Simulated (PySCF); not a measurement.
Correlation energy of Bi⁺ (bismuth, charge +1)

[Xe] 4f14 5d10 6s2 6p2, high-spin 3P determinant. Computed with PySCF 2.14 in aug-cc-pVTZ-PP with ECP60MDF (6s5p4d2f, 55 functions), with scalar relativity through the core potential. Frozen: 5s2 5p6 5d10; 4 electrons correlated.

MP2 pair energies summed by pair of shells (mhartree):

| pair | energy | share (%) |
| --- | --- | --- |
| 6s-6p | -23.08 | 61.0 |
| 6s-6s | -11.03 | 29.1 |
| 6p-6p | -3.72 | 9.8 |

Total MP2 correlation energy: -37.83 mhartree.

Same-spin part -6.86 and opposite-spin part -30.97 mhartree; SCS-MP2 scales them by 1/3 and 6/5 to -39.45 mhartree.

Spin-orbit coupling is strong in this species, so the high-spin LS determinant is a model state.
